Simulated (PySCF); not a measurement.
The same groups moved round the core (propene boryl). Isolated molecules, 0 K electronic values unless said otherwise. One relaxed conformer stands for each flexible species; it need not be the lowest. Strings in code marks are SMILES.

Method: PBE0-D4/def2-TZVP run with PySCF 2.14.0. Delta-SCF ions had no search for a lower state. Excitations are Tamm–Dancoff values on a coarser integration grid. The basis has no diffuse functions, so Rydberg states are missing or too high.

```tsv
species	HOMO (eV)	vertical ionisation energy (Delta-SCF) (eV)	S1–T1 gap (TDA) (eV)
`CC(=C)B`	-7.93	10.08	1.94
`B/C=C/C`	-7.98	10.13	1.88
`B/C=C\C`	-7.92	10.07	1.77
`C(CB)=C`	-7.25	9.45	0.37
```
